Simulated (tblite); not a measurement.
Species: C6H9FN (doublet state).
Atom-mapped SMILES: `[CH3:1][CH2:2]/[N:3]=[C:4]1/[CH2:5][CH2:6][C:7]1[F:8]` (hydrogens: H9, H10, H11 on C1; H12, H13 on C2; H14, H15 on C5; H16, H17 on C6)

A start from a force field or distance geometry was refined with tblite 0.8.0, GFN2-xTB geometry optimisation, gas phase. Values at the start:

| coordinate | start |
| --- | --- |
| C1–C2 | 1.490 Å |
| C1–H9 | 1.092 Å |
| C2–N3 | 1.411 Å |
| C2–H12 | 1.123 Å |
| N3=C4 | 1.284 Å |
| C4–C5 | 1.509 Å |
| C4–C7 | 1.487 Å |
| C5–C6 | 1.548 Å |
| C5–H14 | 1.090 Å |
| C6–C7 | 1.543 Å |
| C6–H16 | 1.090 Å |
| C7–F8 | 1.406 Å |
| C1–C2–N3 | 116.8° |
| C2–N3–C4 | 117.3° |
| N3–C4–C5 | 132.8° |
| C4–C5–C6 | 83.5° |
| C4–C7–C6 | 84.4° |
| C4–C7–F8 | 107.1° |
| C5–C4–C7 | 86.6° |
| C6–C7–F8 | 110.5° |

How do these coordinates change at the GFN2-xTB level?

```json
{"coordinate": "C4–C7", "GFN2-xTB (Å or °)": "1.400", "change": "-0.087"}
{"coordinate": "C7–F8", "GFN2-xTB (Å or °)": "1.340", "change": "-0.066"}
{"coordinate": "C6–C7", "GFN2-xTB (Å or °)": "1.484", "change": "-0.059"}
{"coordinate": "C1–C2", "GFN2-xTB (Å or °)": "1.529", "change": "+0.039"}
{"coordinate": "C2–H12", "GFN2-xTB (Å or °)": "1.100", "change": "-0.023"}
{"coordinate": "C2–N3", "GFN2-xTB (Å or °)": "1.427", "change": "+0.016"}
{"coordinate": "C4–C5", "GFN2-xTB (Å or °)": "1.521", "change": "+0.012"}
{"coordinate": "C1–H9", "GFN2-xTB (Å or °)": "1.087", "change": "-0.005"}
{"coordinate": "C5–H14", "GFN2-xTB (Å or °)": "1.086", "change": "-0.004"}
{"coordinate": "C6–H16", "GFN2-xTB (Å or °)": "1.092", "change": "+0.002"}
{"coordinate": "C5–C6", "GFN2-xTB (Å or °)": "1.549", "change": "+0.001"}
{"coordinate": "N3=C4", "GFN2-xTB (Å or °)": "1.285", "change": "+0.001"}
{"coordinate": "C4–C7–F8", "GFN2-xTB (Å or °)": "135.4", "change": "+28.3"}
{"coordinate": "C6–C7–F8", "GFN2-xTB (Å or °)": "129.1", "change": "+18.6"}
{"coordinate": "C4–C7–C6", "GFN2-xTB (Å or °)": "95.5", "change": "+11.1"}
{"coordinate": "C1–C2–N3", "GFN2-xTB (Å or °)": "109.6", "change": "-7.2"}
{"coordinate": "C4–C5–C6", "GFN2-xTB (Å or °)": "88.1", "change": "+4.6"}
{"coordinate": "C5–C4–C7", "GFN2-xTB (Å or °)": "90.2", "change": "+3.6"}
{"coordinate": "C2–N3–C4", "GFN2-xTB (Å or °)": "120.8", "change": "+3.5"}
{"coordinate": "N3–C4–C5", "GFN2-xTB (Å or °)": "129.6", "change": "-3.2"}
```

The energy falls by 40.3 kcal/mol over 163 L-BFGS steps, the largest force on an atom goes from 3.75 to 0.009 eV/Å, and the atoms move by 0.991 Å rms after alignment. The bond that changes most is C4–C7 (ends: carbon bonded to 2 C and N; carbon bonded to 2 C and F), which shortens by 0.087 Å. Bonds longer at the end by more than 0.005 Å: 3 of 17; shorter: 8. Among the dihedrals that turn most is H16–C6–C7–F8, from 174° to 65°. Rotational constants go from 3645, 1574, 1269 to 3605, 1331, 1035 MHz.

On an Arm Neoverse V2 with one thread, shared host with 96 logical CPUs at a one-minute load of 82, this took 0.88 s.

Its GFN2-xTB frequencies are all real (lowest 24 cm⁻¹). 3 starts were optimised and ended at 0.00, 0.13 and 0.39 kcal/mol (GFN2-xTB); the lowest of these is shown.

One conformer stands for the species.

The numbers are calculated, not measured.
